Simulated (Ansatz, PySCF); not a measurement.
Gas-phase reaction (SMILES): CO[Si](O)(O)OC + 2 O (H2O) + 3 [SiH4] (SiH4) → 2 CO (CH4O) [methanol] + 4 O[SiH3]; bond separation energy.

Structures are relaxed separately at B3LYP-D3(BJ)/def2-TZVP in Ansatz (a program for electronic structure), one conformer each, not searched for the lowest. Valence correlation only, unless marked. No spin-orbit coupling. No relativistic terms. CBS(X,Y): correlation extrapolated as X^-3; Hartree-Fock from the larger set. Thermal terms are rigid-rotor harmonic-oscillator values from B3LYP-D3(BJ) frequencies (Ansatz or PySCF) at 298.15 K and 1 atm. 1 Eh = 627.5095 kcal/mol.

```json
[
 {"species": "CO[Si](O)(O)OC", "E, CCSD(T)/CBS(cc-pV(T+d)Z,cc-pV(Q+d)Z) (Ansatz) (Eh)": "-670.87038", "E, B3LYP-D3(BJ)/def2-TZVPD (Ansatz + dftd3) (Eh)": "-671.83186", "H - E (Eh)": "0.12581"},
 {"species": "CO (CH4O)", "E, CCSD(T)/CBS(cc-pV(T+d)Z,cc-pV(Q+d)Z) (Ansatz) (Eh)": "-115.60979", "E, B3LYP-D3(BJ)/def2-TZVPD (Ansatz + dftd3) (Eh)": "-115.78119", "H - E (Eh)": "0.05533"},
 {"species": "O (H2O)", "E, CCSD(T)/CBS(cc-pV(T+d)Z,cc-pV(Q+d)Z) (Ansatz) (Eh)": "-76.37426", "E, B3LYP-D3(BJ)/def2-TZVPD (Ansatz + dftd3) (Eh)": "-76.46738", "H - E (Eh)": "0.02495"},
 {"species": "O[SiH3]", "E, CCSD(T)/CBS(cc-pV(T+d)Z,cc-pV(Q+d)Z) (Ansatz) (Eh)": "-366.68281", "E, B3LYP-D3(BJ)/def2-TZVPD (Ansatz + dftd3) (Eh)": "-367.23056", "H - E (Eh)": "0.04319"},
 {"species": "[SiH4] (SiH4)", "E, CCSD(T)/CBS(cc-pV(T+d)Z,cc-pV(Q+d)Z) (Ansatz) (Eh)": "-291.45815", "E, B3LYP-D3(BJ)/def2-TZVPD (Ansatz + dftd3) (Eh)": "-291.91976", "H - E (Eh)": "0.03520"}
]
```

Question: Work out ΔE and ΔH at 298.15 K at the first level, then ΔH at the second.

Answer: 
1. ΔE = [2×(-115.60979) + 4×(-366.68281)] - [(-670.87038) + 2×(-76.37426) + 3×(-291.45815)] = 0.04253 Eh = 26.7 kcal/mol at CCSD(T)/CBS(cc-pV(T+d)Z,cc-pV(Q+d)Z).
2. The terms H - E add up to 0.00211 Eh, so ΔH = (0.04253 + (0.00211))×627.5095 = 28.0 kcal/mol.
3. At B3LYP-D3(BJ)/def2-TZVPD the same steps give ΔE = 25.9 and ΔH = 27.2 kcal/mol, a shift of -0.8 from the first level.
4. These values are not checked against measurement here, since the tables used lack a sound gas-phase enthalpy of formation for at least one species.
